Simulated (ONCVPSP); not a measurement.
europium (Eu), ONCV: configuration errors across variants

- Element: europium (Eu)
- Generator: ONCVPSP 4.0.1
- Type: optimised norm-conserving Vanderbilt (ONCV)
- Functional: LDA (Perdew-Wang 92)
- Relativity: scalar-relativistic
- Frozen core: [Kr] 4d10 4f6
- Valence charge: 11
- Reference configuration: 5s2 5p6 5d1.5 6s1.5
- Partial waves: 5s+6s: rc 1.85 bohr, ncon 4, nbas 7, qcut 6.8 1/bohr, 3 projectors, debl 1.2 Ha; 5p: rc 2.15 bohr, ncon 4, nbas 7, qcut 5.9 1/bohr, 2 projectors, debl 1.8 Ha; 5d: rc 3.30 bohr, ncon 3, nbas 8, qcut 4.2 1/bohr, 3 projectors, debl 3.9 Ha
- Local potential: polynomial inside 1.80 bohr (lpopt 5, dvloc0 -1 Ha)
- Core correction: Teter function, fcfact 2.25, rcfact 1.8

All-electron excitation energies from the reference (eV): (1) 5s2 5p6 5d1 6s2 -0.759; (2) 5s2 5p6 5d1 6s1 5.994; (3) 5s2 5p6 5d1 6s0 18.198.

Errors AE − PS in meV (a dash: test not solved or not reliable):

| change | (1) | (2) | (3) | bound ghosts | GHOST(+) flags above zero |
| --- | --- | --- | --- | --- | --- |
| base | -1.8 | -31 | -125 | none | s, d |
| d: qcut 2.7 | +6.5 | -18 | -103 | none | s |
| d: qcut 3.4 | +1.9 | -24 | -110 | none | s, d |
| d: qcut 3.9 | -0.9 | -29 | -123 | none | s |
| d: qcut 5.2 | -0.7 | -4.4 | -7.7 | none | s |
| d: qcut 5.6 | -1.5 | -9.1 | -26 | none | s |
| d: qcut 6.2 | -1.0 | -4.4 | -6.9 | none | s |

(1) Give the same row for: d: qcut 4.5.

Results:

(1) -2.7, -32, -127; bound ghosts: none; GHOST(+) flags above zero: s, d.
